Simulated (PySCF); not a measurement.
What settings do to a single point of [La(H2O)2]3+

The sound run of [La(H2O)2]3+ (singlet) uses PySCF 2.14.0, RKS B3LYP, La def2-SVP with ECP46, O def2-SVP, H def2-SVP; non-relativistic Hamiltonian with scalar-relativistic core potentials where named; density fitting; no spin-orbit coupling, grid (50, 194), threshold 1e-8 Eh and 55 cycles, at the relaxed geometry:

```xyz
7

La   -0.8697   -0.8697   -0.0227
O     0.1020    0.1017    1.9235
H     0.8020    0.8016    1.9945
H    -0.1028   -0.1034    2.8737
O     0.1553    0.1557   -1.9187
H     0.9570   -0.1400   -2.4253
H    -0.1404    0.9574   -2.4251
```

There La1 has a Mulliken charge of 2.26 e and the dipole about the centre of mass is 2.54 D. Each run below changes one thing and starts from free metal ions and neutral atoms unless it says otherwise; with 55 cycles, smearing, a level shift and second-order steps follow where DIIS fails, and their cycles count. Energy shifts count from the sound run. On f atoms grids over 110 angular points are at least (60, 302).

```tsv
change	outcome	cycles	energy shift (eV)	largest force component (eV/Å)	charge on La1 (e)	dipole about the centre of mass (D)
grid (99, 590)	converged	10	0.0001	0.01	2.26	2.54
threshold 1e-06	converged	9	0.0000	0.01	2.26	2.54
```

One further run converged with energy shift (eV) 1.63, largest force component (eV/Å) 3.53, charge on La1 (e) 2.34, dipole about the centre of mass (D) 2.40. Which change was it?
A. start from the bare core Hamiltonian, limit 63 cycles
B. charge changed by +4, spin kept, limit 61 cycles
C. all coordinates × 1.12

C.

And the other changes listed?


```tsv
change	outcome	cycles	energy shift (eV)	largest force component (eV/Å)	charge on La1 (e)	dipole about the centre of mass (D)
charge changed by +4, spin kept, limit 61 cycles	converged	14	–	10.27	2.87	21.14
start from the bare core Hamiltonian, limit 63 cycles	converged	12	0.0000	0.01	2.26	2.54
```

Unsound on purpose, so not properties of the compound: charge changed by +4, spin kept, limit 61 cycles.

Forces carry noise of the integration grid, about 0.01 to 0.03 eV/Å.

A frequency check found unstable modes (1, the lowest at -17 cm⁻¹), so the relaxed geometry is a saddle point, or these are noise.
